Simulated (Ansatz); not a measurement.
The same molecule with X = O, Se, Te. Ansatz, PBE0-D4/def2-TZVP geometries, multiplicity 2.

Elements past krypton have def2 core potentials. Scalar relativity is left out up to krypton.

| X | molecule | mean X–C bond length / Å | ideal-gas entropy at 298 K and 1 bar (rigid rotor, harmonic PBE0-D4/def2-TZVP) / J/(mol·K) | size of the dipole moment (B3LYP/def2-TZVPP) / D | zero-point energy (PBE0-D4/def2-TZVP) / kJ/mol |
| --- | --- | --- | --- | --- | --- |
| Se | `CC[Se]`• | 1.941 | 295 | 1.67 | 169.5 |
| Te | `CC[Te]`• | 2.148 | 303 | 1.42 | 169.1 |

Question: Give the row for X = O, `CC[O]`•. (Estimate.)

Answer: Computed: 
| X | molecule | mean X–C bond length / Å | ideal-gas entropy at 298 K and 1 bar (rigid rotor, harmonic PBE0-D4/def2-TZVP) / J/(mol·K) | size of the dipole moment (B3LYP/def2-TZVPP) / D | zero-point energy (PBE0-D4/def2-TZVP) / kJ/mol |
| --- | --- | --- | --- | --- | --- |
| O | `CC[O]`• | 1.356 | 284 | 2.10 | 168.8 |

From O to Te the mean X–C bond length rises at each step, by 0.792 Å in all; the ideal-gas entropy at 298 K and 1 bar (rigid rotor, harmonic PBE0-D4/def2-TZVP) rises at each step, by 19 J/(mol·K) in all; the zero-point energy (PBE0-D4/def2-TZVP) isn't monotonic: highest at Se, lowest at O. Bonds lengthen as the atom grows down the group. Dipoles are sizes alone, and their direction can turn along the series.

B3LYP here is the variant with VWN-RPA as its local correlation; programs differ in this.
